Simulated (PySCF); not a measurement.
NMR data simulated for an unnamed compound:

¹H NMR (300 MHz, computed): δ 3.55 (br s, 2H), 2.04 (s, 3H).

¹³C{¹H} NMR (computed): δ 95.1 (C), 75.7 (C), 6.5 (CH3).

All values are calculated (PySCF 2.14): J: B3LYP/pcJ-1 (spin–dipole term only in couplings to heteroatoms), structure optimised with PBE0-D3(BJ)/def2-SVP, KT3/pcSseg-2 with gauge-including orbitals. No solvent, non-relativistic Hamiltonian, single conformer, equivalent nuclei averaged.

Referencing at the same level of theory: ¹H (σ = 31.35 ppm), ¹³C (σ = 181.31 ppm) vs TMS.

Question: Which of these does the molecule contain: an OH group, a C≡C triple bond, a CF3 group, a tert-butyl group, a (CH3)2CH unit?

Answer: 
- An OH group: yes (δH 3.55 (br s)).
- A C≡C triple bond: yes (δC 95.1, 75.7).
- A CF3 group: no.
- A tert-butyl group: no.
- A (CH3)2CH unit: no.

The data belong to SMILES CC#CB(O)O, C$_{3}$H$_{5}$BO$_{2}$; they needn't prove each group on their own.

Carbon signals by region: 2 at 50–100 ppm, 1 below 50 ppm.

The OH or NH signal is concentration- and solvent-dependent in practice; the value given is the gas-phase one. A carbon bonded to boron is broadened by the quadrupolar boron nucleus and is often missing from a measured spectrum. Shifts are as computed, not scaled to solution data. Of 1211 compounds with measured shifts, 218 miss one by over three times the rms of a fit or turn the order of signals round; such compounds aren't used in these exercises.
